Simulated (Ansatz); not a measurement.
Consider the formal loss of a carbene: `C[O][Ge]([OH])([SiH3])[Cl]` → `[CH2]` (triplet) + `[OH][Ge]([OH])([SiH3])[Cl]`.

Gas-phase electronic energies from Ansatz, PBE0-D4/def2-TZVP geometries. CCSD(T)/CBS is the MP2 limit (def2-TZVPP, def2-QZVPP) plus CCSD(T) − MP2 in def2-TZVPP, frozen cores. This one scheme is used for every species. DFT in def2-TZVPP. Triplets are unrestricted, without spin–orbit coupling. For Ge outer-core shells are correlated without core-valence functions, which leaves a few kJ/mol of doubt a bond. Scalar relativity is left out up to krypton. Each species was taken in one conformer, which may not be the lowest.

Q: Is it downhill or uphill in electronic energy at CCSD(T)/CBS, and by how much? (Estimate.)

A: Computed: Uphill: ΔE = +379.5 kJ/mol.

Q: What do these levels give: PBE-D4, r2SCAN-D4, ωB97M-V, B2PLYP, PBE, HF/def2-TZVPP, MP2/def2-TZVPP, SCS-MP2/def2-TZVPP, CCSD/def2-TZVPP, HF/def2-QZVPP, MP2/CBS(def2), CCSD/CBS(def2)? (Estimate.)

A: The calculation gave: PBE-D4 388.1, r2SCAN-D4 358.9, ωB97M-V 383.3, B2PLYP 372.5, PBE 380.6, HF/def2-TZVPP 240.0, MP2/def2-TZVPP 379.1, SCS-MP2/def2-TZVPP 383.8, CCSD/def2-TZVPP 359.7, HF/def2-QZVPP 240.1, MP2/CBS(def2) 387.6, CCSD/CBS(def2) 368.2 kJ/mol.

Largest T1 diagnostic among the species: 0.012.

In def2-TZVPP, CCSD(T) changes the Hartree–Fock value by +131.0 kJ/mol (the triples alone add +11.3 kJ/mol) and MP2 by +139.1 kJ/mol. The D4 term adds +11.8 kJ/mol with B3LYP and +6.7 kJ/mol with PBE0; it sums over pairs of atoms, weighted by their polarisabilities, and B3LYP, whose exchange is more repulsive, gets the larger term. From PBE to PBE0 (25 % exact exchange), in def2-TZVPP and without D4, ΔE moves by −9.4 kJ/mol.

B3LYP here is the variant with VWN-RPA as its local correlation; programs differ in this.
